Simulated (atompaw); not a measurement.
## u(r) = r·R(r): atom against pseudo-atom (Fe (Z = 26))

Columns: radius, all-electron u(r) and pseudo u(r) of the 3d shell (level -9.50 eV) of iron in the configuration [Ar] 3d6 4s1.75 4p0; PBEsol, scalar-relativistic, PAW (atompaw) scheme, atompaw 4.2.0.5.

```json
{"r (bohr)": "0.115", "all-electron": "0.0950", "pseudo": "0.0036"}
{"r (bohr)": "0.231", "all-electron": "0.3570", "pseudo": "0.0248"}
{"r (bohr)": "0.346", "all-electron": "0.6134", "pseudo": "0.0678"}
{"r (bohr)": "0.462", "all-electron": "0.7939", "pseudo": "0.1349"}
{"r (bohr)": "0.577", "all-electron": "0.8905", "pseudo": "0.2339"}
{"r (bohr)": "0.692", "all-electron": "0.9222", "pseudo": "0.3631"}
{"r (bohr)": "0.808", "all-electron": "0.9104", "pseudo": "0.4904"}
{"r (bohr)": "0.923", "all-electron": "0.8730", "pseudo": "0.5884"}
{"r (bohr)": "1.038", "all-electron": "0.8220", "pseudo": "0.6814"}
{"r (bohr)": "1.154", "all-electron": "0.7645", "pseudo": "0.7449"}
{"r (bohr)": "1.269", "all-electron": "0.7061", "pseudo": "0.7061"}
{"r (bohr)": "1.385", "all-electron": "0.6485", "pseudo": "0.6485"}
{"r (bohr)": "1.500", "all-electron": "0.5941", "pseudo": "0.5941"}
{"r (bohr)": "1.615", "all-electron": "0.5432", "pseudo": "0.5432"}
{"r (bohr)": "1.731", "all-electron": "0.4957", "pseudo": "0.4957"}
{"r (bohr)": "1.846", "all-electron": "0.4525", "pseudo": "0.4525"}
{"r (bohr)": "1.962", "all-electron": "0.4125", "pseudo": "0.4125"}
{"r (bohr)": "2.077", "all-electron": "0.3764", "pseudo": "0.3764"}
{"r (bohr)": "2.192", "all-electron": "0.3435", "pseudo": "0.3435"}
{"r (bohr)": "2.308", "all-electron": "0.3132", "pseudo": "0.3132"}
{"r (bohr)": "2.423", "all-electron": "0.2858", "pseudo": "0.2858"}
{"r (bohr)": "2.538", "all-electron": "0.2608", "pseudo": "0.2608"}
{"r (bohr)": "2.654", "all-electron": "0.2378", "pseudo": "0.2378"}
{"r (bohr)": "2.769", "all-electron": "0.2170", "pseudo": "0.2170"}
{"r (bohr)": "2.885", "all-electron": "0.1979", "pseudo": "0.1979"}
{"r (bohr)": "3.000", "all-electron": "0.1805", "pseudo": "0.1805"}
```

**Question.** How many radial nodes do the two functions have?

**Answer.** The all-electron 3d function has n − l − 1 = 0; the pseudo-wave has 0.

**Question.** At about which radius was the pseudo-wave matched?

**Answer.** 1.25 bohr, where the columns begin to agree (steps of 0.12 bohr).

**Question.** Is the pseudo-wave norm-conserving?

**Answer.** No, it belongs to a PAW set: the norm inside the radius is not constrained, and the difference is carried by the augmentation charge.
